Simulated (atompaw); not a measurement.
**u(r) = r·R(r): atom against pseudo-atom (Cu)**

Columns: radius, all-electron u(r) and pseudo u(r) of the 4s shell (level -4.61 eV) of copper in the configuration [Ne] 3s2 3p6 3d10 4s1 4p0; PBEsol, scalar-relativistic, PAW (atompaw) scheme, atompaw 4.2.0.5.

```
r (bohr)  all-electron  pseudo
   0.083        0.0454  0.0289
   0.165        0.1532  0.0574
   0.248        0.0588  0.0864
   0.331       -0.0883  0.1156
   0.413       -0.1984  0.1445
   0.496       -0.2499  0.1740
   0.579       -0.2472  0.2036
   0.662       -0.2053  0.2333
   0.744       -0.1400  0.2627
   0.827       -0.0614  0.2925
   0.910        0.0215  0.3220
   0.992        0.1026  0.3510
   1.075        0.1803  0.3798
   1.158        0.2521  0.4080
   1.240        0.3160  0.4350
   1.323        0.3735  0.4613
   1.406        0.4237  0.4864
   1.488        0.4665  0.5097
   1.571        0.5034  0.5315
   1.654        0.5342  0.5515
   1.737        0.5596  0.5693
   1.819        0.5798  0.5847
   1.902        0.5958  0.5978
   1.985        0.6077  0.6083
   2.067        0.6160  0.6161
   2.150        0.6212  0.6212
```

How many radial nodes do the two functions have?

The all-electron 4s function has n − l − 1 = 3 (the table is too coarse to show those close to the nucleus); the pseudo-wave has 0, since the states of the same l below it are removed with the core.

Is the pseudo-wave norm-conserving?

No, it belongs to a PAW set: the norm inside the radius is not constrained, and the difference is carried by the augmentation charge.
